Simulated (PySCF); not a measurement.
**Finite-field polarisability of Pd (palladium, neutral)**

[Kr] 4d10, closed-shell 1S. Calculation: PySCF 2.14, in def2-TZVPPD with the def2 core potential (28 electrons) (6s4p3d2f1g, 56 functions); a scalar-relativistic core potential. Frozen: 4s2 4p6. Energy changes in a uniform field (μhartree):

```json
{"axis": "x", "F (au)": "0.0037", "HF": "-102.344", "MP2": "-121.874", "CCSD": "-113.943", "CCSD(T)": "-120.093"}
{"axis": "x", "F (au)": "0.0074", "HF": "-410.066", "MP2": "-488.932", "CCSD": "-457.097", "CCSD(T)": "-482.092"}
```

Task: Derive α along x at CCSD(T) from the two fields.

Result: With ΔE = −αF²/2 − γF⁴/24, α = −(16 ΔE(F) − ΔE(2F))/(6F²) = 17.52 bohr³.

Task: And the mean polarisability at each level?

Result: HF 14.94, MP2 17.79, CCSD 16.63, CCSD(T) 17.52 bohr³. Reference: 26.14 ± 0.1 bohr³ (recommended; Schwerdtfeger and Nagle, table of static dipole polarizabilities (2023 update)).

CCSD(T) lies more than 5 % below the reference, which points to too few diffuse and polarisation functions.
